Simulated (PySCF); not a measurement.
BBrCl₂. Atoms are numbered in the order given.

```xyz
4

B      0.0000     0.0000     0.4987
Cl     0.0000    -1.5068     1.3704
Cl     0.0000     1.5068     1.3704
Br     0.0000     0.0000    -1.4025
```

Geometry: PBE0-D3(BJ)/def2-SVP.

Level of theory: PySCF with B3LYP/def2-TZVPD.

Symmetry labels are those of the subgroup C2v that the program uses (full group C2v).

Computed valence orbital energies around the gap with their symmetry:
```json
[
 {"orbital": "HOMO−7", "symmetry": "B2", "energy (eV)": "-12.48"},
 {"orbital": "HOMO−6", "symmetry": "A1", "energy (eV)": "-12.11"},
 {"orbital": "HOMO−5", "symmetry": "B1", "energy (eV)": "-11.12"},
 {"orbital": "HOMO−4", "symmetry": "A2", "energy (eV)": "-9.62"},
 {"orbital": "HOMO−3", "symmetry": "A1", "energy (eV)": "-9.55"},
 {"orbital": "HOMO−2", "symmetry": "B2", "energy (eV)": "-9.45"},
 {"orbital": "HOMO−1", "symmetry": "B1", "energy (eV)": "-8.94"},
 {"orbital": "HOMO", "symmetry": "B2", "energy (eV)": "-8.42"},
 {"orbital": "LUMO", "symmetry": "B1", "energy (eV)": "-2.11"},
 {"orbital": "LUMO+1", "symmetry": "A1", "energy (eV)": "-0.47"},
 {"orbital": "LUMO+2", "symmetry": "A1", "energy (eV)": "0.31"},
 {"orbital": "LUMO+3", "symmetry": "A1", "energy (eV)": "0.51"}
]
```
